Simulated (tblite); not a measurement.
Compound: C6H8O.
Geometry (GFN2-xTB, Å), atoms numbered from 1 in this order:
```xyz
15
C6H8O angstrom
C     -2.611   -0.522    0.900
C     -2.099    0.627    0.465
C     -0.822    0.706   -0.157
C      0.179    1.391   -0.663
C      0.332   -0.098   -0.650
O      1.171   -0.719    0.289
C      2.533   -0.653   -0.060
H     -2.064   -1.444    0.799
H     -3.574   -0.572    1.378
H     -2.635    1.562    0.575
H      0.638    2.321   -0.890
H      0.270   -0.658   -1.586
H      3.079   -1.197    0.708
H      2.885    0.384   -0.095
H      2.714   -1.120   -1.036
```

Computed with GFN2-xTB (tblite): harmonic, unscaled wavenumbers at the GFN2-xTB geometry, gas phase. This tight-binding method is rough: wavenumbers can miss measured ones by several per cent, in bad cases by 10 to 20. One conformer, not necessarily the lowest.

Harmonic wavenumbers (cm⁻¹): 57.1, 85.4, 126.9, 180.3, 202.5, 315.6, 424.8, 494.7, 552.6, 663.8, 678.4, 760.6, 886.8, 912.5, 940.9, 982.2, 998.1, 1008.5, 1066.8, 1130.1, 1136.7, 1170.9, 1239.2, 1273.6, 1310.8, 1388.9, 1402.5, 1471.5, 1490.1, 1645.2, 1829.7, 2890.6, 2897.8, 2921.4, 3024.0, 3044.7, 3108.7, 3140.4, 3228.4.

A = 6169, B = 1595, C = 1336 MHz; mass 96.058 u (most abundant isotopes); point group C1, symmetry number 1.

Zero-point energy?

½Σν̃ = 26042 cm⁻¹ = 74.46 kcal/mol.

Give the ideal-gas entropy at 500 K and 1 bar in the rigid-rotor, harmonic-oscillator model (classical rotation).

Translation 42.19, rotation 29.14, vibration 36.14: S = 107.5 cal/(mol K).

And Cp and H(500 K) − H(0)?

Cp = 44.38 cal/(mol K), of which vibrations give 36.43 (their classical limit is 39 R = 77.5); H(500 K) − H(0) = 13.26 kcal/mol without the zero-point energy, 9.29 from vibrations.

Blend soft modes into free rotors: weight 1/[1 + (100 cm⁻¹/ν̃)⁴] for the oscillator and the rest for a rotor with moment μB/(μ + B), μ = h/(8π²ν), B = 10⁻⁴⁴ kg m². What vibrational entropy results?

33.51 cal/(mol K) in place of 36.14, which changes −T·S at 500 K by +1.31 kcal/mol.

What must be added to the electronic energy to get the Gibbs energy at 500 K and 1 bar?

ZPE + [H(500 K) − H(0)] − T·S = 74.46 + 13.26 − 53.73 = 33.99 kcal/mol.

Which modes carry the vibrational entropy at 500 K?

57.1 cm⁻¹: 5.58; 85.4 cm⁻¹: 4.78; 126.9 cm⁻¹: 4.00; 180.3 cm⁻¹: 3.31; 202.5 cm⁻¹: 3.09; 315.6 cm⁻¹: 2.25 cal/(mol K); the other 33 give 13.13 together.

Hindered rotation and anharmonicity are outside this model. Other conformers, if any are populated, would add a mixing term that is left out. The structure is chiral; the term R ln 2 for an equal mix with its mirror image is left out.

The run took 0.45 s on one thread of an Intel Xeon at 2.70 GHz, on a shared host. The figure is for the frequency step alone.
